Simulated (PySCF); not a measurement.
Isomers of C3H8F2Si2. Method used: PBE0-D3(BJ)/def2-SVP geometry optimisation, gas phase in PySCF 2.14.0. One conformer each; no zero-point energy, no entropy. No frequencies were run at this level. Point groups hold within 0.08 Å.

Question: Rank from lowest to highest electronic energy at this level (kJ/mol).
A. `[F:1][CH:2]([F:3])[SiH:4]1[CH2:5][SiH2:6][CH2:7]1` with F1–C2–Si4–C5 53°, C2–Si4–C5–Si6 -103°, Si4–C5–Si6–C7 -8°, C5–Si6–C7–Si4 8°, C2–Si4–C7–Si6 102°
B. `[F:1][CH:2]([F:3])[CH:4]1[SiH2:5][CH2:6][SiH2:7]1` with F1–C2–C4–Si5 51°, C2–C4–Si5–C6 -104°, C4–Si5–C6–Si7 -12°, Si5–C6–Si7–C4 12°, C2–C4–Si7–C6 103°

Answer: B (0.0), A (22.0).

```csv
SMILES,E (Eh),E rel (kJ/mol),dipole (D),point group,"A, B, C (MHz)"
FC(F)C1[SiH2]C[SiH2]1,-896.82357,0.0,1.69,C1,"2707, 1388, 1172"
FC(F)[SiH]1C[SiH2]C1,-896.81520,22.0,1.82,C1,"3085, 1173, 1135"
```

How do the relative energies change in single points at PBE0/pcSseg-1 (no added dispersion term) on the same geometries?

```json
{"SMILES": "FC(F)C1[SiH2]C[SiH2]1", "PBE0-D3(BJ)/def2-SVP (kJ/mol)": "0.0", "PBE0/pcSseg-1 (kJ/mol)": "0.0", "shift": "0.0"}
{"SMILES": "FC(F)[SiH]1C[SiH2]C1", "PBE0-D3(BJ)/def2-SVP (kJ/mol)": "22.0", "PBE0/pcSseg-1 (kJ/mol)": "15.8", "shift": "-6.2"}
```

Each column counts from its own lowest isomer. The order is unchanged; the largest shift is 6.2 kJ/mol.

As an exercise, what shares would exp(−E/RT) give at 1000 K from these electronic energies alone (no entropy, no degeneracies)?

RT = 8.314 kJ/mol: FC(F)C1[SiH2]C[SiH2]1 93.4 %, FC(F)[SiH]1C[SiH2]C1 6.6 %.
